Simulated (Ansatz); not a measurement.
Consider the atomization: `O[Si](O)([SiH3])O[SiH3]` → 8 H• + 3 O• + 3 Si•.

Calculated with Ansatz (gas phase, PBE0-D4/def2-TZVP geometries, no zero-point term in ΔE). CCSD(T)/CBS adds triple-zeta CCSD(T) − MP2 to the extrapolated MP2 energy (def2 sets, frozen cores). This one scheme is used for every species, atoms too. Functionals use def2-TZVPP. B3LYP here is the variant with VWN-RPA as its local correlation; programs differ in this. Open shells (•) are unrestricted, without spin–orbit coupling. Spin–orbit coupling would lower the free atoms: a little for O, Si. One conformer a species, not always the lowest.

(1) What is ΔE at CCSD(T)/CBS? (Estimate.)

(2) What do these levels give: PBE0-D4, B3LYP-D4, B2PLYP, PBE, r2SCAN, PBE0, HF/def2-TZVPP, SCS-MP2/def2-TZVPP, CCSD(T)/def2-TZVPP, HF/def2-QZVPP, HF/CBS(def2), CCSD/CBS(def2)? (Best estimate.)

Largest T1 diagnostic among the species: 0.013.

Results:

(1) Ansatz gave: +5030.2 kJ/mol.

(2) The calculation gave: PBE0-D4 4915.6, B3LYP-D4 4979.8, B2PLYP 4932.5, PBE 4948.6, r2SCAN 4988.6, PBE0 4885.0, HF/def2-TZVPP 3669.2, SCS-MP2/def2-TZVPP 4948.8, CCSD(T)/def2-TZVPP 4878.0, HF/def2-QZVPP 3683.5, HF/CBS(def2) 3685.6, CCSD/CBS(def2) 4968.9 kJ/mol.

In def2-TZVPP, CCSD(T) changes the Hartree–Fock value by +1208.8 kJ/mol (the triples alone add +61.3 kJ/mol) and MP2 by +1280.4 kJ/mol; breaking electron pairs costs correlation energy, which Hartree–Fock lacks. From PBE to PBE0 (25 % exact exchange), in def2-TZVPP and without D4, ΔE moves by −63.6 kJ/mol: exact exchange takes away binding that semilocal exchange gives to molecules. The D4 term adds +57.0 kJ/mol with B3LYP and +30.6 kJ/mol with PBE0; it sums over pairs of atoms, weighted by their polarisabilities, and B3LYP, whose exchange is more repulsive, gets the larger term.

For atomizations the MP2-based limit and the directly extrapolated one differ by several kJ/mol either way, and by 10 to 25 for some Ge, Se and Sn compounds, so smaller differences from it don't rank the levels.
